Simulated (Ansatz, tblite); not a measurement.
Isomers of Li$_{5}$N$_{2}$ (doublet), found by a short tight-binding search and relaxed with B3LYP-D4/def2-TZVP in Ansatz.

The xTB rows come from tblite. LC-ωPBE has ω = 0.4 bohr⁻¹.

Run but left out: HF/def2-TZVPP, MP2/def2-TZVPP, CCSD/def2-TZVPP, CCSD(T)/def2-TZVPP (flagged by the program: large difference).

B: At r2SCAN-D4/def2-TZVP, PBE0-D4/def2-TZVP, LC-ωPBE/def2-TZVP the charge 0 doublet is spin-contaminated (final ⟨S²⟩ up to 1.00, 0.75 for a pure state).

Other spin states weren't relaxed.

A:

```
atom   x (Å)   y (Å)   z (Å)
 Li1   0.967   1.294  -0.512
 Li2  -1.921   1.023  -1.043
 Li3  -0.187  -1.364  -0.991
 Li4  -0.779   0.069   1.504
 Li5   1.921  -1.021   1.043
  N6  -0.580   0.307  -0.315
  N7   0.579  -0.309   0.314
```

B:

```xyz
7

Li    0.704   -1.920    0.435
Li    2.551   -0.557   -1.324
Li    0.709    0.782    1.153
Li   -1.730    2.072    0.125
Li   -0.780   -0.317   -1.307
N    -1.032    0.527    0.396
N    -0.422   -0.587    0.523
```

Task: Estimate which lies lowest at each level, and how far above it the others are (kcal/mol).

Result: 
```csv
level,A,B
GFN1-xTB,59.7,0.0
GFN2-xTB,10.6,0.0
PBE-D4/def2-TZVP,0.0,14.0
r2SCAN-D4/def2-TZVP,0.0,15.8
B97M-V/def2-TZVP,0.0,17.8
PBE0-D4/def2-TZVP,0.0,13.7
LC-ωPBE/def2-TZVP,0.0,14.5
```
Point groups (tolerance 0.1 Å): A D3h, B Cs. Lower isomers may exist.
